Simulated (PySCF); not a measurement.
C₃H₅BFNO, SMILES O=C/N=C/B(F)C.

Coordinates come from a B3LYP-D3(BJ)/def2-SVP optimisation. The structure was generated by enumeration; whether it is a known compound was not checked. One conformer was computed; it need not be the lowest.

All values below come from B3LYP-D3(BJ)/def2-SVP run with PySCF 2.14.0.

Frequencies are harmonic and unscaled.

```csv
mode,ν (cm⁻¹),IR (km/mol),Raman (Å⁴/amu),depolarisation,moving atoms (share of kinetic energy)
1,33,4.1,0.9,0.74,"C 29 %, O 26 %, H 19 %, F 15 %, N 10 %"
2,51,1.0,0.4,0.70,H 95 %
3,101,9.8,3.3,0.71,"C 41 %, H 21 %, N 17 %, O 17 %"
4,120,3.3,0.2,0.75,"O 34 %, N 26 %, C 23 %, F 9 %"
5,161,3.1,1.9,0.74,"F 34 %, C 27 %, H 17 %, O 10 %"
6,297,2.4,3.7,0.39,"C 30 %, F 26 %, H 23 %, N 15 %"
7,345,7.3,6.6,0.48,"H 32 %, N 26 %, C 23 %, F 11 %"
8,440,0.4,0.7,0.73,"H 46 %, B 41 %"
9,515,22.6,4.5,0.27,"C 48 %, H 15 %, F 15 %, B 14 %"
10,664,16.8,1.3,0.74,"C 27 %, N 26 %, H 23 %, O 21 %"
11,766,20.3,1.7,0.50,"C 52 %, H 29 %, F 15 %"
12,837,1.5,1.7,0.25,"H 56 %, C 26 %, F 14 %"
13,871,34.9,1.3,0.69,"H 34 %, B 32 %, C 21 %, N 9 %"
14,992,23.3,2.0,0.45,"H 47 %, C 27 %, N 17 %"
15,1038,67.6,3.0,0.71,"H 43 %, C 40 %, N 14 %"
16,1062,43.0,2.0,0.74,"C 53 %, H 30 %, N 10 %"
17,1151,228.0,6.4,0.40,"B 50 %, H 38 %, C 8 %"
18,1315,98.1,2.0,0.73,"H 62 %, C 21 %, B 14 %"
19,1363,94.1,2.9,0.49,"H 45 %, B 27 %, C 14 %, F 9 %"
20,1390,109.8,9.3,0.75,"H 71 %, C 10 %, B 10 %"
21,1398,54.4,11.7,0.58,"H 73 %, C 9 %, B 9 %"
22,1427,11.6,16.6,0.75,H 89 %
23,1448,61.2,7.1,0.75,"H 67 %, B 22 %"
24,1733,21.2,74.0,0.31,"C 53 %, N 44 %"
25,1810,253.8,28.8,0.34,"C 59 %, O 38 %"
26,2948,86.0,213.4,0.32,H 92 %
27,2991,32.3,78.7,0.28,H 92 %
28,3011,2.6,161.2,0.03,H 96 %
29,3083,3.5,80.1,0.59,"H 92 %, C 8 %"
30,3140,8.6,94.9,0.65,"H 91 %, C 9 %"
```
